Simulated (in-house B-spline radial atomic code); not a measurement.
Configurations of Ga6+, with energies counted from [Ar] 3d7. Level of theory: scalar-relativistic (X2C) TPSSh, spin-polarised, spherical fractional occupations, exact exchange averaged over the configuration, Fermi nucleus of rms radius 3.9973 fm; calculated with a radial B-spline atomic code at the basis-set limit. Shells without spins written out take the highest spin.

Occupations are held fixed; configurations that lie above the ionisation limit could autoionise.

```json
{"configuration": "[Ar] 3d6 4s1", "E - E(ref) (eV)": "45.691", "highest orbital": "4s up", "its <r> (bohr)": "1.552"}
{"configuration": "[Ne] 3s2 3p5 3d8", "E - E(ref) (eV)": "83.245", "highest orbital": "3d down", "its <r> (bohr)": "0.6829"}
{"configuration": "[Ne] 3s2 3p5 3d7 4s1", "E - E(ref) (eV)": "128.93", "highest orbital": "4s up", "its <r> (bohr)": "1.55"}
{"configuration": "[Ne] 3s2 3p5 3d7 4f1", "E - E(ref) (eV)": "180.61", "highest orbital": "4f up", "its <r> (bohr)": "2.397"}
```

(1) Order these further configurations by energy, lowest first.
A. [Ne] 3s2 3p5 3d7 4p1
B. [Ar] 3d6 4p1
C. [Ne] 3s2 3p5 3d7 4d1
D. [Ar] 3d6 4d1
E. [Ar] 3d6 4f1

Answers

(1) B (59.584 eV), D (80.254 eV), E (97.292 eV), A (142.84 eV), C (163.59 eV).
